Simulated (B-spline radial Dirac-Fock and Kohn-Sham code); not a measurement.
Core-level shifts of ruthenium with charge state

Level of theory: relaxed Dirac-Fock hole states (ΔSCF) with Breit and QED corrections and a finite nucleus; a radial finite-basis atomic code. Each ion is free and in its tabulated ground configuration. Electron correlation is not included.

Reference: Ru, [Kr] 4d7 5s1, with L2 (2p1/2) 2976.6 eV, M2 (3p1/2) 494.5 eV, M3 (3p3/2) 472.0 eV, M5 (3d5/2) 287.8 eV, N2 (4p1/2) 56.84 eV, Kα1 (K-L3) 19277.8 eV, Kβ1 (K-M3) 21653.4 eV, Lα1 (L3-M5) 2559.8 eV. Shifts from it, in eV (a dash: the subshell is empty, belongs to an open shell averaged over j, or its hole state is left out as unreliable):

| ion | configuration | L2 (2p1/2) | M2 (3p1/2) | M3 (3p3/2) | M5 (3d5/2) | N2 (4p1/2) | Kα1 | Kβ1 | Lα1 |
| --- | --- | --- | --- | --- | --- | --- | --- | --- | --- |
| Ru⁺ | [Kr] 4d7 | +8.2 | +8.2 | +8.2 | +8.2 | +8.2 | +0.10 | +0.11 | 0.00 |
| Ru²⁺ | [Kr] 4d6 | +23.0 | +22.9 | +22.9 | +22.9 | +21.6 | -0.07 | +0.07 | +0.13 |
| Ru³⁺ | [Kr] 4d5 | +39.8 | +39.4 | +39.4 | +39.4 | +36.3 | -0.27 | +0.12 | +0.41 |
| Ru⁴⁺ | [Kr] 4d4 | +58.3 | +57.6 | +57.5 | +57.5 | +52.2 | -0.49 | +0.30 | +0.84 |
| Ru⁵⁺ | [Kr] 4d3 | +78.4 | +77.2 | +77.1 | +77.0 | +69.0 | -0.72 | +0.61 | +1.43 |
| Ru⁶⁺ | [Kr] 4d2 | +100.1 | +98.1 | +98.1 | +97.9 | +86.7 | -0.96 | +1.09 | +2.19 |
| Ru⁷⁺ | [Kr] 4d1 | +123.2 | +120.4 | +120.3 | +120.1 | +105.2 | -1.21 | +1.74 | +3.12 |
| Ru⁸⁺ | [Ar] 3d10 4s2 4p6 | +147.8 | +143.9 | +143.7 | +143.5 | +124.5 | -1.45 | +2.58 | +4.24 |

Over this range L2 (2p1/2) moves by +147.8 eV and Kα1 by -1.4 eV: a line is a difference of two levels that shift in the same direction.

Values without a named source are computed, but for edge energies of neutral atoms, which are taken from tables.
